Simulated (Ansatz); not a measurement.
`[GeH3][CH]1C[SiH2]1`. Charge 0, multiplicity 1.

```xyz
12

Ge   -1.366    0.936   -0.661
C    -0.169   -0.538   -0.288
C     0.329   -0.741    1.164
Si    1.644   -0.276   -0.042
H    -1.447    1.200   -2.175
H    -2.784    0.654   -0.124
H    -0.824    2.196    0.043
H    -0.448   -1.455   -0.802
H     0.003   -0.010    1.899
H     0.292   -1.757    1.546
H     2.179    1.102   -0.046
H     2.590   -1.309   -0.513
```

(1) List the harmonic frequencies (cm⁻¹, unscaled) at PBE0-D4/def2-TZVP in Ansatz. (An estimate is asked.)

(2) Is this a minimum?

(3) Give the ideal-gas thermochemistry at 298.15 K and 1 bar (rigid rotor, harmonic oscillator; point group C1, symmetry number 1).

(4) And at 400, 500, 600, 800 and 1000 K?

Answers

(1) The calculation gave: 114, 132, 199, 439, 474, 521, 575, 631, 665, 683, 739, 804, 837, 877, 884, 905, 941, 985, 1001, 1072, 1218, 1430, 2128, 2139, 2150, 2258, 2279, 3126, 3150, 3205.

(2) Yes, all 30 modes are real.

(3) Zero-point energy 218.7 kJ/mol; H(298) − E = 238.6 kJ/mol; entropy 339.3 J/(mol·K), of which translation 169.8, rotation 112.9, vibration 56.6; G(298) − E = 137.5 kJ/mol.

(4) 
```
T (K)  H − E (kJ/mol)  S (J/mol/K)  G − E (kJ/mol)
  400           251.5        376.4           101.0
  500           266.7        410.1            61.6
  600           283.8        441.3            19.1
  800           322.3        496.5           -74.9
 1000           365.2        544.2          -179.1
```
